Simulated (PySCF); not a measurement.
Isomers of C7H6ClF, one GFN2-xTB conformer each. Single-point energies are computed at PBE0/pcSseg-1 (PySCF, gas phase, no added dispersion term), electronic only.

Question: Rank them by PBE0/pcSseg-1 energy, lowest first (kcal/mol).
A. `Cc1cccc(F)c1Cl`
B. `FC1=C[C@@H]2C[C@H]1C=C2Cl`
C. `F[C@]1(Cl)CC12C=CC=C2`

Answer: A (0.0), C (47.1), B (47.7).

As drawn, the lowest has an aromatic ring, which the highest lacks; the highest has a C=C bond outside aromatic rings, which the lowest lacks. Neighbours under 2.5 kcal/mol apart (F[C@]1(Cl)CC12C=CC=C2 and FC1=C[C@@H]2C[C@H]1C=C2Cl) can change places with a better method, another conformer or zero-point energy. GFN2-xTB itself gives, in the same order: 0.0, 38.5, 29.4. Both levels put the same isomer lowest; measured from each level's own lowest isomer, the values differ by up to 18.3 kcal/mol (FC1=C[C@@H]2C[C@H]1C=C2Cl: 29.4 against 47.7).

Which frontier levels, dipoles and rotational constants go with these structures?

```
                   SMILES  HOMO (eV, PBE0/pcSseg-1)  LUMO (eV)  dipole (D)       A, B, C (MHz)
           Cc1cccc(F)c1Cl                     -7.26      -0.67        2.61   1770, 1539, 827.3
    F[C@]1(Cl)CC12C=CC=C2                     -6.63      -1.19        1.91   2608, 1098, 924.1
FC1=C[C@@H]2C[C@H]1C=C2Cl                     -6.58      -0.61        1.46  3017, 938.5, 910.0
```
